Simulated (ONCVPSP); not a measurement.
molybdenum, ONCV: configuration errors across variants

* Element: Mo
* Generator: ONCVPSP 4.0.1
* Type: optimised norm-conserving Vanderbilt (ONCV)
* Functional: PBEsol
* Relativity: scalar-relativistic
* Frozen core: [Kr]
* Valence charge: 6
* Reference configuration: 4d5 5s1
* Partial waves: 5s: rc 2.65 bohr, ncon 4, nbas 8, qcut 2.4 1/bohr, 2 projectors, debl 3 Ha; p scattering state at 0.39 Ha: rc 2.65 bohr, ncon 4, nbas 7, qcut 3 1/bohr, 2 projectors, debl 1.1 Ha; 4d: rc 1.75 bohr, ncon 4, nbas 7, qcut 5.2 1/bohr, 2 projectors, debl 1.7 Ha; f scattering state at 0.16 Ha: rc 2.80 bohr, ncon 4, nbas 7, qcut 3.8 1/bohr, 2 projectors, debl 0.6 Ha
* Local potential: polynomial inside 1.30 bohr (lpopt 5, dvloc0 0 Ha)
* Core correction: none

All-electron excitation energies from the reference (eV): (1) 4d5 5s0 6.905; (2) 4d4 5s0 22.360; (3) 4d3 5s0 49.085; (4) 4d5 5s0 5p1 3.189.

2 further variants failed, have other tests or too few solved ones, and are left out.

A true bound ghost makes a file unfit for plane-wave use even where its test errors are small: the radial tests pick states by their node count and pass the ghost by.

Errors AE − PS in meV (a dash: test not solved or not reliable):

```tsv
change	(1)	(2)	(3)	(4)	bound ghosts	GHOST(+) flags above zero
base	-2.7	+24	-16	+43	s	s, p
all radii scaled by about 0.95 (s 2.52, p 2.52, d 1.66, f 2.66 bohr); local potential polynomial inside 1.24 bohr (lpopt 5, dvloc0 0 Ha)	-2.9	+23	-22	-12	s, p	p, d
all radii scaled by about 1.13 (s 3.00, p 3.00, d 1.98, f 3.16 bohr); local potential polynomial inside 1.46 bohr (lpopt 5, dvloc0 0 Ha)	-1.8	+16	-20	+0.5	s	s, p, d
all radii scaled by about 1.23 (s 3.26, p 3.26, d 2.14, f 3.44 bohr); local potential polynomial inside 1.60 bohr (lpopt 5, dvloc0 0 Ha)	+0.5	+12	–	0.0	none	s, p
```

Task: Give the same row for: all radii scaled by about 1.30 (s 3.44, p 3.44, d 2.26, f 3.62 bohr); local potential polynomial inside 1.68 bohr (lpopt 5, dvloc0 0 Ha).

Result: +1.1, +3.2, -26, -1.0; bound ghosts: none; GHOST(+) flags above zero: s, p.
